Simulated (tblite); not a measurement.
C₅H₉ClS₂Si.
SMILES with atom numbers: `[CH2:1]=[CH:2][CH2:3][Si@@H:4]([Cl:5])[S:6][C:7]([CH3:8])=[S:9]` (hydrogens: H10, H11 on C1; H12 on C2; H13, H14 on C3; H15 on Si4; H16, H17, H18 on C8)

Computed geometry: GFN2-xTB, gas phase.

Q: Give the optimised bond lengths and angles.

A: 
```
                  bond  length (pm)   order
                 C1=C2        131.9  double
                 C2–C3        149.3  single
                C3–Si4        190.5  single
               Si4–Cl5        200.2  single
                Si4–S6        221.0  single
                 S6–C7        173.8  single
                 C7–C8        148.9  single
                 C7=S9        163.1  double
                C1–H10        107.6  single
                C1–H11        107.8  single
                C2–H12        108.1  single
                C3–H13        109.2  single
                C3–H14        109.1  single
               Si4–H15        145.7  single
C8–H16, C8–H17, C8–H18        108.9  single
```

Bonds in one row agree within 1 pm and their mean is given. Orders are formal, as drawn. A selection of angles:
```
      angle  degrees
  C2–C1–H10    122.0
  C2–C1–H11    121.8
 H10–C1–H11    116.3
   C1–C2–C3    124.4
  C1–C2–H12    120.3
  C3–C2–H12    115.2
  C2–C3–Si4    110.7
  C2–C3–H13    108.9
  C2–C3–H14    109.8
 Si4–C3–H13    110.0
 Si4–C3–H14    109.7
 H13–C3–H14    107.7
 C3–Si4–Cl5    114.0
  C3–Si4–S6    111.2
 C3–Si4–H15    112.4
 Cl5–Si4–S6    110.5
Cl5–Si4–H15    110.2
 S6–Si4–H15     97.5
  Si4–S6–C7    105.1
   S6–C7–C8    114.2
   S6–C7–S9    123.8
   C8–C7–S9    122.0
  C7–C8–H16    110.2
 H16–C8–H17    109.7
 H17–C8–H18    107.4
```

Dihedral angles: C1–C2–C3–Si4 112° (anticlinal); C2–C3–Si4–Cl5 55° (synclinal); C3–Si4–S6–C7 -65° (synclinal); Si4–S6–C7–C8 -176° (antiperiplanar).

Of the pairs four or more bonds apart, S9···H13 is among the closest relative to their van der Waals radii: 2.77 Å, 92 % of the sum of Bondi's values. The 3 C–C bonds span 1.319 Å (C1=C2, drawn double) to 1.493 Å (C2–C3, drawn single), a spread of 0.174 Å. Si4 (chlorine-bound silicon) is distorted tetrahedral (angles from 97.5° to 114.0°). The C–S distances run from 1.631 Å (C7=S9, drawn double) to 1.738 Å (S6–C7, drawn single), a spread of 0.107 Å.

Point group: C1 (no symmetry element, even within 0.4 Å). Its GFN2-xTB frequencies are all real (lowest 24 cm⁻¹). One conformer, not necessarily the lowest.
